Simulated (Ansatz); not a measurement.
A short molecular-dynamics run on AlH5OSn (`[OH][SnH2][AlH2]`).

```yaml
crystal:
  periodic: [false, false, false]
  atoms:
    - {symbol: O, position_ang: [-2.026502, 0.544853, -0.477952]}
    - {symbol: Sn, position_ang: [-0.104280, 0.942966, -0.183180]}
    - {symbol: Al, position_ang: [1.127383, -1.279515, 0.645875]}
    - {symbol: H, position_ang: [-2.165000, -0.182091, -1.088735]}
    - {symbol: H, position_ang: [0.496858, 1.590189, -1.660453]}
    - {symbol: H, position_ang: [-0.206426, 2.222310, 0.944997]}
    - {symbol: H, position_ang: [0.503430, -2.689503, 0.269247]}
    - {symbol: H, position_ang: [2.466638, -1.206410, 1.494299]}
basis:
  gaussian: {orbitals: def2-SVP}
hamiltonian: {xc: {name: r2SCAN}}
md: {timestep: 1 fs, n_steps: 50, ensemble: nvt_nose_hoover, temperature: 1500, initial_velocities: maxwell_boltzmann, seed: 120}
```

```sh
$ ansatz run in.yaml --threads 2 --pin off --events-out ev --progress --plain --max-ram 4352MiB
```

```
step  time (fs)  potential energy (eV)  kinetic (eV)  T (K)  conserved (eV)
   0        0.0            -14552.6562        1.1633   1500     -14551.4929
   1        1.0            -14552.6409        1.1481   1480     -14551.4928
   2        2.0            -14552.5848        1.0934   1410     -14551.4914
   3        3.0            -14552.5093        1.0192   1314     -14551.4901
   4        4.0            -14552.4347        0.9449   1218     -14551.4899
   5        5.0            -14552.3656        0.8755   1129     -14551.4903
   6        6.0            -14552.2972        0.8074   1041     -14551.4901
   7        7.0            -14552.2323        0.7434    959     -14551.4893
   8        8.0            -14552.1817        0.6929    893     -14551.4893
   9        9.0            -14552.1440        0.6544    844     -14551.4904
  10       10.0            -14552.1045        0.6147    793     -14551.4909
  11       11.0            -14552.0556        0.5664    730     -14551.4905
  12       12.0            -14552.0032        0.5151    664     -14551.4898
  13       13.0            -14551.9582        0.4711    607     -14551.4893
  14       14.0            -14551.9295        0.4431    571     -14551.4888
  15       15.0            -14551.9235        0.4379    565     -14551.4886
  16       16.0            -14551.9435        0.4578    590     -14551.4891
  17       17.0            -14551.9798        0.4930    636     -14551.4908
  18       18.0            -14552.0068        0.5195    670     -14551.4920
  19       19.0            -14552.0067        0.5207    671     -14551.4914
  20       20.0            -14551.9874        0.5035    649     -14551.4901
  21       21.0            -14551.9682        0.4858    626     -14551.4894
  22       22.0            -14551.9583        0.4765    614     -14551.4898
  23       23.0            -14551.9530        0.4718    608     -14551.4900
  24       24.0            -14551.9489        0.4693    605     -14551.4894
  25       25.0            -14551.9535        0.4751    613     -14551.4893
  26       26.0            -14551.9677        0.4893    631     -14551.4904
  27       27.0            -14551.9765        0.4985    643     -14551.4912
  28       28.0            -14551.9687        0.4921    635     -14551.4911
  29       29.0            -14551.9468        0.4718    608     -14551.4907
  30       30.0            -14551.9163        0.4427    571     -14551.4906
  31       31.0            -14551.8808        0.4090    527     -14551.4901
  32       32.0            -14551.8498        0.3805    491     -14551.4888
  33       33.0            -14551.8417        0.3740    482     -14551.4884
  34       34.0            -14551.8611        0.3928    506     -14551.4903
  35       35.0            -14551.8808        0.4120    531     -14551.4922
  36       36.0            -14551.8717        0.4046    522     -14551.4920
  37       37.0            -14551.8348        0.3706    478     -14551.4905
  38       38.0            -14551.7910        0.3293    425     -14551.4894
  39       39.0            -14551.7571        0.2970    383     -14551.4891
  40       40.0            -14551.7387        0.2802    361     -14551.4888
  41       41.0            -14551.7413        0.2846    367     -14551.4882
  42       42.0            -14551.7727        0.3170    409     -14551.4886
  43       43.0            -14551.8259        0.3702    477     -14551.4901
  44       44.0            -14551.8787        0.4241    547     -14551.4910
  45       45.0            -14551.9177        0.4653    600     -14551.4911
  46       46.0            -14551.9420        0.4921    635     -14551.4911
  47       47.0            -14551.9520        0.5046    651     -14551.4912
  48       48.0            -14551.9480        0.5041    650     -14551.4904
  49       49.0            -14551.9432        0.5041    650     -14551.4885
  50       50.0            -14551.9660        0.5310    685     -14551.4873
```

Velocities are drawn at the set temperature; a run this short doesn't reach equilibrium.

Frames (Å, forces in eV/Å):

```xyz
8
time=0.0 fs
O    -2.027    0.545   -0.478   -0.517    0.195    0.179
Sn   -0.104    0.943   -0.183    0.488   -0.087    0.078
Al    1.127   -1.280    0.646   -0.036    0.105   -0.028
H    -2.165   -0.182   -1.089   -0.016   -0.280   -0.215
H     0.497    1.590   -1.660    0.070    0.068   -0.098
H    -0.206    2.222    0.945   -0.018    0.070    0.059
H     0.503   -2.690    0.269   -0.021   -0.056   -0.014
H     2.467   -1.206    1.494    0.051   -0.014    0.038
8
time=2.0 fs
O    -2.038    0.542   -0.472   -0.335   -0.695   -0.697
Sn   -0.107    0.948   -0.187    0.665   -0.385    0.538
Al    1.145   -1.295    0.653   -0.529   -0.390   -0.093
H    -2.086   -0.195   -1.124   -0.106    0.620    0.587
H     0.538    1.647   -1.590    0.081    0.218   -0.428
H    -0.109    2.148    1.028   -0.138    0.130    0.066
H     0.375   -2.725    0.306    0.483    0.593    0.175
H     2.463   -1.218    1.564   -0.121   -0.090   -0.148
8
time=4.0 fs
O    -2.050    0.537   -0.467    0.077   -0.698   -0.834
Sn   -0.110    0.952   -0.192    0.871   -0.408    0.896
Al    1.161   -1.312    0.659   -0.927   -0.573   -0.078
H    -2.011   -0.187   -1.140   -0.389    0.624    0.646
H     0.583    1.712   -1.535   -0.001    0.259   -0.488
H    -0.018    2.078    1.113   -0.246    0.041   -0.090
H     0.266   -2.738    0.349    0.847    0.889    0.246
H     2.455   -1.234    1.629   -0.231   -0.133   -0.297
8
time=6.0 fs
O    -2.062    0.531   -0.465    0.374    0.225   -0.078
Sn   -0.113    0.957   -0.195    1.175   -0.235    1.066
Al    1.176   -1.329    0.666   -1.217   -0.483   -0.053
H    -1.951   -0.157   -1.133   -0.548   -0.303   -0.188
H     0.627    1.786   -1.498   -0.201    0.148   -0.283
H     0.065    2.010    1.195   -0.360   -0.081   -0.326
H     0.188   -2.718    0.402    1.010    0.872    0.229
H     2.438   -1.254    1.682   -0.233   -0.142   -0.368
8
time=8.0 fs
O    -2.073    0.526   -0.462    0.546    0.675    0.292
Sn   -0.115    0.961   -0.199    1.505   -0.063    1.069
Al    1.189   -1.347    0.672   -1.369   -0.152   -0.062
H    -1.912   -0.138   -1.132   -0.598   -0.741   -0.606
H     0.663    1.866   -1.471   -0.437   -0.044    0.004
H     0.133    1.939    1.264   -0.467   -0.135   -0.511
H     0.148   -2.666    0.463    0.939    0.583    0.156
H     2.413   -1.280    1.721   -0.118   -0.123   -0.342
8
time=10.0 fs
O    -2.083    0.521   -0.459    0.863    0.009   -0.435
Sn   -0.117    0.965   -0.202    1.722   -0.044    0.957
Al    1.201   -1.365    0.678   -1.284    0.447   -0.113
H    -1.895   -0.144   -1.151   -0.794   -0.025    0.129
H     0.683    1.944   -1.445   -0.610   -0.213    0.212
H     0.184    1.863    1.314   -0.546   -0.096   -0.566
H     0.143   -2.592    0.530    0.563    0.007    0.046
H     2.384   -1.311    1.748    0.087   -0.086   -0.230
8
time=12.0 fs
O    -2.091    0.517   -0.458    1.035   -0.341   -0.830
Sn   -0.118    0.970   -0.205    1.744   -0.216    0.774
Al    1.210   -1.382    0.684   -0.893    1.258   -0.199
H    -1.909   -0.151   -1.166   -0.825    0.409    0.581
H     0.679    2.015   -1.411   -0.675   -0.299    0.280
H     0.214    1.783    1.343   -0.583    0.017   -0.468
H     0.160   -2.518    0.599   -0.118   -0.788   -0.053
H     2.357   -1.344    1.765    0.315   -0.040   -0.085
8
time=14.0 fs
O    -2.096    0.513   -0.457    0.942    0.219   -0.237
Sn   -0.119    0.974   -0.207    1.556   -0.560    0.562
Al    1.219   -1.398    0.690   -0.481    1.869   -0.297
H    -1.954   -0.146   -1.161   -0.566   -0.053    0.075
H     0.650    2.074   -1.367   -0.624   -0.275    0.206
H     0.222    1.704    1.354   -0.573    0.169   -0.229
H     0.171   -2.473    0.666   -0.722   -1.373   -0.084
H     2.343   -1.380    1.780    0.468    0.004    0.005
8
time=16.0 fs
O    -2.099    0.508   -0.458    0.853    0.871    0.485
Sn   -0.119    0.978   -0.210    1.191   -1.044    0.368
Al    1.226   -1.411    0.696   -0.570    1.743   -0.312
H    -2.020   -0.142   -1.154   -0.301   -0.597   -0.538
H     0.597    2.123   -1.315   -0.469   -0.131    0.009
H     0.208    1.631    1.357   -0.526    0.317    0.094
H     0.157   -2.480    0.730   -0.646   -1.198   -0.073
H     2.346   -1.415    1.794    0.468    0.040   -0.032
8
time=18.0 fs
O    -2.100    0.506   -0.457    0.819    0.377    0.010
Sn   -0.118    0.982   -0.212    0.766   -1.561    0.281
Al    1.233   -1.421    0.701   -1.051    1.060   -0.161
H    -2.099   -0.159   -1.164   -0.124   -0.006    0.049
H     0.527    2.167   -1.262   -0.256    0.104   -0.247
H     0.173    1.570    1.363   -0.467    0.409    0.368
H     0.120   -2.530    0.791   -0.010   -0.454   -0.116
H     2.367   -1.449    1.807    0.322    0.070   -0.183
8
time=20.0 fs
O    -2.099    0.505   -0.457    0.621   -0.263   -0.603
Sn   -0.118    0.985   -0.214    0.419   -1.911    0.366
Al    1.238   -1.430    0.706   -1.415    0.412    0.074
H    -2.181   -0.175   -1.172    0.172    0.699    0.748
H     0.446    2.215   -1.219   -0.078    0.303   -0.427
H     0.121    1.525    1.383   -0.421    0.404    0.418
H     0.082   -2.599    0.847    0.581    0.252   -0.209
H     2.400   -1.480    1.813    0.120    0.104   -0.365
8
time=22.0 fs
O    -2.096    0.503   -0.458    0.530    0.050   -0.216
Sn   -0.117    0.987   -0.216    0.193   -1.918    0.549
Al    1.242   -1.439    0.711   -1.511    0.040    0.259
H    -2.258   -0.167   -1.154    0.337    0.413    0.409
H     0.362    2.275   -1.192   -0.005    0.286   -0.400
H     0.053    1.495    1.418   -0.374    0.315    0.191
H     0.065   -2.658    0.896    0.874    0.671   -0.299
H     2.438   -1.507    1.804   -0.045    0.142   -0.493
8
time=24.0 fs
O    -2.092    0.501   -0.459    0.726    0.919    0.730
Sn   -0.116    0.989   -0.218    0.027   -1.606    0.709
Al    1.243   -1.447    0.716   -1.417   -0.057    0.323
H    -2.323   -0.145   -1.122    0.185   -0.461   -0.524
H     0.278    2.345   -1.179   -0.001    0.018   -0.183
H    -0.030    1.477    1.460   -0.291    0.200   -0.175
H     0.081   -2.693    0.933    0.886    0.807   -0.356
H     2.474   -1.529    1.778   -0.115    0.179   -0.525
8
time=26.0 fs
O    -2.087    0.501   -0.459    0.598    0.755    0.618
Sn   -0.116    0.991   -0.219   -0.132   -1.178    0.804
Al    1.242   -1.456    0.722   -1.176    0.124    0.241
H    -2.380   -0.138   -1.107    0.279   -0.340   -0.428
H     0.193    2.415   -1.174    0.023   -0.342    0.072
H    -0.124    1.466    1.496   -0.157    0.109   -0.493
H     0.131   -2.697    0.957    0.639    0.664   -0.359
H     2.507   -1.544    1.731   -0.073    0.209   -0.455
8
time=28.0 fs
O    -2.080    0.503   -0.457    0.044   -0.105   -0.181
Sn   -0.115    0.992   -0.221   -0.299   -0.832    0.859
Al    1.239   -1.464    0.728   -0.746    0.646    0.013
H    -2.425   -0.143   -1.106    0.717    0.436    0.327
H     0.109    2.473   -1.166    0.104   -0.613    0.239
H    -0.224    1.460    1.513    0.008    0.060   -0.656
H     0.204   -2.677    0.968    0.111    0.179   -0.283
H     2.536   -1.551    1.667    0.061    0.228   -0.317
8
time=30.0 fs
O    -2.073    0.505   -0.455   -0.106   -0.173   -0.187
Sn   -0.114    0.993   -0.222   -0.481   -0.665    0.895
Al    1.236   -1.471    0.734   -0.139    1.471   -0.304
H    -2.445   -0.132   -1.096    0.722    0.389    0.258
H     0.029    2.508   -1.148    0.226   -0.710    0.272
H    -0.324    1.456    1.505    0.177    0.057   -0.635
H     0.282   -2.651    0.968   -0.616   -0.608   -0.127
H     2.569   -1.549    1.590    0.216    0.237   -0.172
8
time=32.0 fs
O    -2.066    0.507   -0.454    0.247    0.526    0.569
Sn   -0.114    0.993   -0.223   -0.631   -0.705    0.920
Al    1.232   -1.477    0.739    0.322    2.104   -0.549
H    -2.438   -0.109   -1.077    0.205   -0.451   -0.602
H    -0.042    2.516   -1.121    0.362   -0.605    0.168
H    -0.418    1.455    1.474    0.321    0.097   -0.432
H     0.336   -2.647    0.963   -1.100   -1.195    0.010
H     2.609   -1.538    1.507    0.274    0.230   -0.085
8
time=34.0 fs
O    -2.058    0.510   -0.452    0.110    0.465    0.567
Sn   -0.114    0.994   -0.223   -0.654   -0.950    0.937
Al    1.229   -1.479    0.744    0.250    1.892   -0.579
H    -2.422   -0.101   -1.080    0.106   -0.553   -0.719
H    -0.100    2.502   -1.088    0.489   -0.301   -0.059
H    -0.500    1.457    1.426    0.414    0.170   -0.081
H     0.350   -2.688    0.958   -0.869   -0.918    0.007
H     2.660   -1.518    1.420    0.153    0.195   -0.073
8
time=36.0 fs
O    -2.050    0.513   -0.448   -0.621   -0.568   -0.449
Sn   -0.114    0.994   -0.224   -0.537   -1.315    0.977
Al    1.226   -1.479    0.749   -0.106    1.102   -0.496
H    -2.401   -0.112   -1.108    0.547    0.310    0.176
H    -0.139    2.476   -1.057    0.585    0.126   -0.355
H    -0.566    1.466    1.375    0.452    0.257    0.316
H     0.333   -2.761    0.953   -0.211   -0.044   -0.074
H     2.716   -1.491    1.329   -0.109    0.132   -0.094
8
time=38.0 fs
O    -2.044    0.516   -0.446   -0.879   -0.948   -0.836
Sn   -0.114    0.993   -0.223   -0.397   -1.571    1.078
Al    1.222   -1.477    0.752   -0.332    0.434   -0.472
H    -2.359   -0.113   -1.130    0.553    0.539    0.444
H    -0.157    2.455   -1.039    0.638    0.465   -0.591
H    -0.615    1.484    1.336    0.473    0.316    0.586
H     0.306   -2.838    0.945    0.331    0.710   -0.117
H     2.768   -1.459    1.235   -0.388    0.055   -0.091
8
time=40.0 fs
O    -2.040    0.516   -0.445   -0.586   -0.374   -0.211
Sn   -0.114    0.993   -0.223   -0.332   -1.450    1.227
Al    1.219   -1.474    0.755   -0.381    0.122   -0.551
H    -2.298   -0.095   -1.139    0.093   -0.148   -0.291
H    -0.149    2.450   -1.043    0.653    0.471   -0.623
H    -0.647    1.515    1.318    0.527    0.307    0.588
H     0.292   -2.888    0.933    0.596    1.091   -0.100
H     2.806   -1.425    1.137   -0.570   -0.020   -0.039
8
time=42.0 fs
O    -2.037    0.516   -0.445   -0.458   -0.093    0.099
Sn   -0.114    0.991   -0.222   -0.294   -0.940    1.369
Al    1.214   -1.472    0.757   -0.343    0.137   -0.708
H    -2.232   -0.082   -1.158   -0.153   -0.494   -0.680
H    -0.117    2.463   -1.071    0.624    0.130   -0.433
H    -0.658    1.558    1.323    0.603    0.223    0.343
H     0.299   -2.898    0.917    0.614    1.117   -0.042
H     2.823   -1.391    1.037   -0.593   -0.080    0.053
8
time=44.0 fs
O    -2.035    0.515   -0.445   -0.631   -0.821   -0.847
Sn   -0.115    0.990   -0.221   -0.195   -0.316    1.466
Al    1.210   -1.469    0.758   -0.241    0.482   -0.912
H    -2.171   -0.085   -1.199   -0.072    0.222    0.223
H    -0.061    2.481   -1.115    0.537   -0.324   -0.149
H    -0.646    1.609    1.340    0.650    0.098    0.007
H     0.330   -2.865    0.899    0.395    0.778    0.051
H     2.817   -1.360    0.939   -0.443   -0.118    0.160
8
time=46.0 fs
O    -2.035    0.512   -0.446   -0.572   -1.144   -1.398
Sn   -0.115    0.988   -0.219   -0.028    0.160    1.523
Al    1.205   -1.465    0.757   -0.027    1.212   -1.137
H    -2.113   -0.081   -1.233   -0.166    0.580    0.760
H     0.016    2.487   -1.166    0.395   -0.674    0.098
H    -0.609    1.664    1.358    0.629   -0.022   -0.278
H     0.376   -2.804    0.884   -0.084    0.016    0.177
H     2.795   -1.333    0.847   -0.148   -0.128    0.254
8
time=48.0 fs
O    -2.036    0.506   -0.451   -0.336   -0.519   -0.726
Sn   -0.116    0.986   -0.217    0.178    0.385    1.547
Al    1.199   -1.459    0.755    0.259    2.147   -1.337
H    -2.061   -0.057   -1.241   -0.373    0.026    0.086
H     0.108    2.467   -1.213    0.229   -0.838    0.242
H    -0.548    1.718    1.365    0.535   -0.104   -0.440
H     0.418   -2.742    0.875   -0.687   -0.977    0.318
H     2.767   -1.311    0.763    0.196   -0.121    0.310
8
time=50.0 fs
O    -2.038    0.500   -0.458   -0.175    0.209    0.157
Sn   -0.116    0.985   -0.214    0.399    0.337    1.527
Al    1.194   -1.451    0.752    0.283    2.523   -1.440
H    -2.022   -0.032   -1.247   -0.467   -0.600   -0.777
H     0.210    2.415   -1.251    0.075   -0.813    0.260
H    -0.466    1.769    1.356    0.377   -0.125   -0.455
H     0.435   -2.716    0.878   -0.921   -1.409    0.401
H     2.746   -1.294    0.691    0.429   -0.122    0.328
```

Hardware: 2 threads of an Arm Neoverse V1 on a shared host. Wall time 2.1 min, peak host memory 0.37 GiB.
